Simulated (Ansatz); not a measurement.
C$_{3}$H$_{5}$FSi (`FC1([SiH3])C=C1`), relaxed with RKS PBE0-D4/def2-TZVP in Ansatz from a PBE-D4/def2-SVP geometry. The force threshold is 0.005 eV/Å; the program also tests the step.

Charge 0, multiplicity 1.

Start:

```xyz
10

F     0.231    0.645   -1.756
C    -0.157    0.112   -0.503
Si    1.340    0.226    0.661
C    -1.206   -0.944   -0.538
C    -1.595    0.251   -0.149
H     2.486   -0.566    0.095
H     1.766    1.660    0.810
H     0.965   -0.333    2.007
H    -1.437   -1.987   -0.786
H    -2.393    0.937    0.158
```

Problem. By how much does the energy fall, and how many steps does the optimiser take? (Best estimate.)

Solution. The calculation gave: 5.02 kJ/mol, in 5 steps.

Problem. Which bonds change most? (Estimate.)

Solution. Ansatz gave: C4–C5 from 1.316 to 1.295 Å; C2–Si3 from 1.900 to 1.879 Å; Si3–H8 from 1.505 to 1.486 Å; C4–H9 from 1.096 to 1.077 Å.

Problem. Give the relaxed structure. (An estimate is asked.)

Solution. The calculation gave: 
```xyz
10

F     0.208    0.638   -1.762
C    -0.152    0.113   -0.504
Si    1.328    0.224    0.649
C    -1.188   -0.930   -0.527
C    -1.572    0.247   -0.147
H     2.465   -0.562    0.105
H     1.748    1.639    0.815
H     0.924   -0.333    1.966
H    -1.411   -1.957   -0.763
H    -2.351    0.921    0.167
```
